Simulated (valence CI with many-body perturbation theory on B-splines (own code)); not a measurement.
# Forbidden lines of Sm11+

Calculated by configuration interaction combined with many-body perturbation theory (CI+MBPT): five valence electrons over a frozen Dirac-Fock core [Kr] 4d10, a basis of 7 s, 7 p, 7 d, 7 f, 4 g, 2 h functions for each j, with the one-electron correlation potential Σ1 (screened to all orders), the two-electron term Σ2, the three-electron term Σ3, Breit, model QED; selected single and double excitations, second order for the rest, scaled by the run's own slope (own B-spline code, finite nucleus).

No measured spectrum was set against this ion. As an estimate, terms of the open shell hold to a few per cent of their energy, and close levels can change places. Among the levels kept, up to 2300 cm⁻¹ of a level comes from second order outside the variational space, and about a tenth of that is noise between levels of different J, which matters for small intervals.

Lines 1 to 50 of 120 in falling wavelength, among levels below 187740 cm⁻¹, chosen from the decays that carry over 1 % of a level's rate. Wavelengths and rates use the calculated energies, so an error of 2000 cm⁻¹ moves a line at 63810 Å by 130 % and its rate by three times that or more. S is in atomic units (e²a₀⁴ for E2 and M2, e²a₀⁶ for E3), for M1 in squared Bohr magnetons. Weak lines are less certain than strong ones. Lines between different terms over intervals too small for the method are left out, as are lines whose strength nearly cancels. Where a level lies close to another of its J and parity, the split of strength between their lines is uncertain. Intervals below about 2000 cm⁻¹, as at the head of this list, are uncertain by tens of per cent.

Names give the largest LS component (configuration and term), which can be under half, so a name can repeat, a term be missing and a line seem to break the LS rules; names also repeat where a configuration has a term twice. Letters in brackets count levels of one name in rising energy.

```csv
λ vac (Å),Upper,Lower,Type,A (s⁻¹),S (a.u.)
83300,4f³5s² ⁴D°_1/2,4f³5s² ⁴D°_3/2,M1,1.06e-01,4.54e+00
64610,4f³5s² ⁴F°_7/2,4f³5s² ⁴F°_5/2,M1,1.40e-01,1.12e+01
63810,4f³5s² ⁴S°_3/2,4f³5s² ⁴F°_5/2,M1,2.10e-03,8.10e-02
54620,4f³5s² ⁴F°_5/2,4f³5s² ⁴F°_3/2,M1,2.49e-01,9.02e+00
48460,4f³5s² ⁴F°_9/2,4f³5s² ⁴F°_7/2,M1,1.78e-01,7.51e+00
45580,4f³5s² ⁴F°_7/2,4f³5s² ²H°_9/2 [a],M1,5.91e-02,1.66e+00
42340,4f³5s² ²I°_13/2,4f³5s² ²I°_11/2,M1,1.35e-01,5.31e+00
32780,4f³5s² ⁴G°_7/2,4f³5s² ⁴G°_5/2,M1,8.48e-01,8.86e+00
31040,4f³5s² ⁴I°_11/2,4f³5s² ⁴I°_9/2,M1,1.40e+00,1.86e+01
30800,4f³5s² ²G°_9/2 [a],4f³5s² ⁴G°_7/2,M1,7.45e-01,8.07e+00
30510,4f³5s² ²P°_1/2,4f³5s² ²D°_3/2 [a],M1,2.94e-01,6.19e-01
29740,4f³5s² ⁴I°_13/2,4f³5s² ⁴I°_11/2,M1,1.83e+00,2.50e+01
29680,4f³5s² ²K°_15/2,4f³5s² ²K°_13/2,M1,4.54e-01,7.05e+00
29430,4f³5s² ⁴S°_3/2,4f³5s² ⁴F°_3/2,M1,5.90e-02,2.23e-01
29320,4f³5s² ⁴G°_11/2,4f³5s² ⁴G°_9/2,M1,8.22e-01,9.22e+00
29230,4f³5s² ⁴I°_15/2,4f³5s² ⁴I°_13/2,M1,1.29e+00,1.91e+01
29150,4f³5s² ²G°_7/2 [a],4f³5s² ⁴F°_9/2,M1,3.46e-02,2.54e-01
26100,4f³5s² ⁴D°_7/2,4f³5s² ⁴D°_5/2,M1,9.99e-01,5.27e+00
24760,4f³5s² ⁴G°_9/2,4f³5s² ²G°_7/2 [a],M1,1.40e+00,7.87e+00
23770,4f³5s² ²P°_3/2,4f³5s² ²D°_5/2 [a],M1,5.18e-01,1.03e+00
23620,4f³5s² ²D°_5/2 [a],4f³5s² ²D°_3/2 [a],M1,4.51e-01,1.32e+00
23490,4f³5s² ⁴F°_9/2,4f³5s² ²H°_9/2 [a],M1,9.85e-01,4.73e+00
19370,4f³5s² ²P°_3/2,4f³5s² ²P°_1/2,M1,6.77e-01,7.29e-01
18200,4f³5s² ²G°_7/2 [a],4f³5s² ⁴F°_7/2,M1,6.16e-01,1.10e+00
17890,4f³5s² ²H°_11/2 [a],4f³5s² ²H°_9/2 [a],M1,1.60e+00,4.08e+00
17660,4f³5s² ⁴G°_5/2,4f³5s² ⁴F°_7/2,M1,5.99e-02,7.34e-02
14200,4f³5s² ²G°_7/2 [a],4f³5s² ⁴F°_5/2,M1,1.35e+00,1.14e+00
13990,4f³5s² ⁴D°_3/2,4f³5s² ²D°_5/2 [a],M1,1.56e-01,6.32e-02
13870,4f³5s² ⁴G°_5/2,4f³5s² ⁴F°_5/2,M1,1.01e-02,6.00e-03
13390,4f³5s² ⁴G°_9/2,4f³5s² ⁴F°_9/2,M1,1.49e+00,1.32e+00
13010,4f³5s² ²G°_7/2 [a],4f³5s² ²H°_9/2 [a],M1,9.73e-01,6.35e-01
12340,4f³5s² ⁴D°_3/2,4f³5s² ²P°_1/2,M1,7.15e-01,1.99e-01
11850,4f³5s² ²P°_3/2,4f³5s² ²D°_3/2 [a],M1,5.28e+00,1.30e+00
11680,4f³5s² ²G°_9/2 [a],4f³5s² ²H°_11/2 [a],M1,1.47e+00,8.65e-01
11480,4f³5s² ⁴G°_7/2,4f³5s² ⁴F°_7/2,M1,6.70e-01,3.00e-01
11060,4f³5s² ⁴G°_5/2,4f³5s² ⁴F°_3/2,M1,2.39e-02,7.20e-03
10750,4f³5s² ⁴D°_1/2,4f³5s² ²P°_1/2,M1,4.73e-01,4.35e-02
10490,4f³5s² ⁴G°_9/2,4f³5s² ⁴F°_7/2,M1,1.28e-01,5.47e-02
10470,4f³5s² ⁴G°_11/2,4f³5s² ²H°_11/2 [a],M1,1.47e+00,7.52e-01
10100,4f³5s² ²G°_9/2 [a],4f³5s² ⁴F°_9/2,M1,3.74e+00,1.43e+00
9827,4f³5s² ²D°_5/2 [a],4f³5s² ²G°_7/2 [a],M1,1.81e-01,3.81e-02
9745,4f³5s² ⁴G°_7/2,4f³5s² ⁴F°_5/2,M1,6.41e-01,1.76e-01
9614,4f³5s² ²I°_11/2,4f³5s² ⁴G°_11/2,M1,3.47e-01,1.37e-01
9192,4f³5s² ⁴G°_11/2,4f³5s² ⁴F°_9/2,M1,8.76e-02,3.03e-02
9168,4f³5s² ⁴G°_7/2,4f³5s² ²H°_9/2 [a],M1,8.27e-02,1.89e-02
8759,4f³5s² ²D°_3/2 [a],4f³5s² ⁴S°_3/2,M1,5.05e+00,5.03e-01
8683,4f³5s² ⁴D°_5/2,4f³5s² ²D°_3/2 [a],M1,1.55e+00,2.26e-01
8527,4f³5s² ⁴G°_9/2,4f³5s² ²H°_9/2 [a],M1,1.81e+00,4.16e-01
8361,4f³5s² ²G°_9/2 [a],4f³5s² ⁴F°_7/2,M1,1.19e+00,2.57e-01
7949,4f³5s² ⁴D°_1/2,4f³5s² ²D°_3/2 [a],M1,4.42e-01,1.65e-02
```
